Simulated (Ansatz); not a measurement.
(H3Ge)2S (Ge2H6S). The state is a singlet with charge 0. Geometry B3LYP-D4/def2-SVP.

```xyz
9

Ge   -0.0038    0.8447   -1.4934
H     0.7362   -0.3807   -2.0697
H    -0.8391    1.5376   -2.5838
H     1.0227    1.8249   -0.8880
S    -1.4813    0.1961    0.0729
Ge   -0.0789   -0.8336    1.4976
H     0.5982   -2.0359    0.8068
H     1.0031    0.1513    1.9881
H    -0.9571   -1.3043    2.6697
```

The 6-31G sets use Cartesian d functions. B3LYP takes the VWN-RPA correlation.

Task: Estimate the orbital energies around the gap (eV) in Ansatz with HF/6-31G, PBE-D4/def2-TZVP, BLYP-D4/def2-TZVP, B3LYP-D4/6-31G, r2SCAN0-D4/def2-TZVP.

Result: 
```csv
orbital,HF/6-31G,PBE-D4/def2-TZVP,BLYP-D4/def2-TZVP,B3LYP-D4/6-31G,r2SCAN0-D4/def2-TZVP
HOMO−5,-13.89,-8.98,-8.85,-10.29,-10.62
HOMO−4,-13.52,-8.94,-8.79,-10.15,-10.49
HOMO−3,-13.18,-8.45,-8.35,-9.73,-10.01
HOMO−2,-11.91,-7.98,-7.84,-9.06,-9.38
HOMO−1,-11.04,-7.44,-7.28,-8.18,-8.80
HOMO,-9.94,-5.99,-5.82,-6.83,-7.37
LUMO,2.27,-1.15,-1.06,-0.79,-0.12
LUMO+1,3.17,-0.93,-0.87,-0.07,0.16
LUMO+2,3.93,-0.41,-0.35,0.80,0.62
LUMO+3,4.29,-0.07,0.02,1.44,0.99
LUMO+4,4.94,0.38,0.49,1.49,1.39
LUMO+5,5.17,0.64,0.70,1.64,1.78
```
